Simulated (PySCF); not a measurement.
# Bonding in `c1csc(C2CC2)c1`

Compound: C₇H₈S.
Atom-mapped SMILES: `[cH:1]1[cH:2][s:3][c:4]([CH:5]2[CH2:6][CH2:7]2)[cH:8]1` (hydrogens: H9 on C1; H10 on C2; H11 on C5; H12, H13 on C6; H14, H15 on C7; H16 on C8)

Geometry (GFN2-xTB, Å), atoms numbered from 1 in this order:
```
atom  x, y, z in Å
C1     2.5930    0.1290   -0.5632
C2     2.5066   -0.8835    0.3329
S3     0.8885   -1.1453    0.8543
C4     0.3098    0.1420   -0.1592
C5    -1.1109    0.4947   -0.2048
C6    -2.1634   -0.5823   -0.1330
C7    -1.9718    0.3424    1.0223
C8     1.3382    0.7150   -0.8449
H9     3.5160    0.4520   -1.0107
H10    3.2876   -1.5021    0.7277
H11   -1.3158    1.3400   -0.8514
H12   -3.0449   -0.4709   -0.7455
H13   -1.8245   -1.6020   -0.0298
H14   -1.5009   -0.0474    1.9121
H15   -2.7203    1.0958    1.2142
H16    1.2052    1.5315   -1.5323
```

Bond orders from the PBE0/pcSseg-1 density (PySCF). The structure is a single GFN2-xTB conformer in the gas phase; no vibrational or solvent corrections.

(1) Where do the orders between heavy atoms depart from those drawn in the SMILES?

(2) Give the Mayer order of every bond, beside its length.

Answers

(1) The largest departure is 0.353, at C2–S3 (drawn aromatic, 1.147) and S3–C4 (drawn aromatic, 1.149), counting aromatic bonds as 1.5. The bonds drawn aromatic range from 1.15 to 1.60.

(2) 
| bond | drawn as | length (Å) | Mayer order |
| --- | --- | --- | --- |
| C1–C2 | aromatic | 1.355 | 1.596 |
| C2–S3 | aromatic | 1.720 | 1.147 |
| S3–C4 | aromatic | 1.738 | 1.149 |
| C4–C5 | single | 1.465 | 1.008 |
| C5–C6 | single | 1.508 | 0.933 |
| C6–C7 | single | 1.492 | 0.968 |
| C4–C8 | aromatic | 1.362 | 1.566 |
| C8–C1 | aromatic | 1.413 | 1.260 |
| C7–C5 | single | 1.507 | 0.936 |
| C1–H9 | single | 1.075 | 0.971 |
| C2–H10 | single | 1.072 | 0.960 |
| C5–H11 | single | 1.084 | 0.964 |
| C6–H12 | single | 1.079 | 0.956 |
| C6–H13 | single | 1.079 | 0.951 |
| C7–H14 | single | 1.080 | 0.950 |
| C7–H15 | single | 1.079 | 0.956 |
| C8–H16 | single | 1.076 | 0.986 |

Bonds between the same two heavy elements. C–C: lowest C5–C6 and C7–C5 (0.933, 1.508 Å), highest C1–C2 (1.596, 1.355 Å). C–S: all 2 within 0.02 of one another (1.147 to 1.149). Bonds named together lie within 0.004.

Task: Sum the orders of all bonds at each heavy atom with more than one neighbour and set the sums beside the valence in the SMILES.

Result: C1 3.827 (drawn 4), C2 3.703 (drawn 4), S3 2.296 (drawn 2), C4 3.723 (drawn 4), C5 3.841 (drawn 4), C6 3.808 (drawn 4), C7 3.810 (drawn 4), C8 3.812 (drawn 4). Orders between atoms that aren't bonded are not in these sums.

Mayer orders depend on the basis set.

These values come from a run that also computed NMR shieldings. Hardware: Arm Neoverse V2, one thread (shared host). Cost: 28 s.
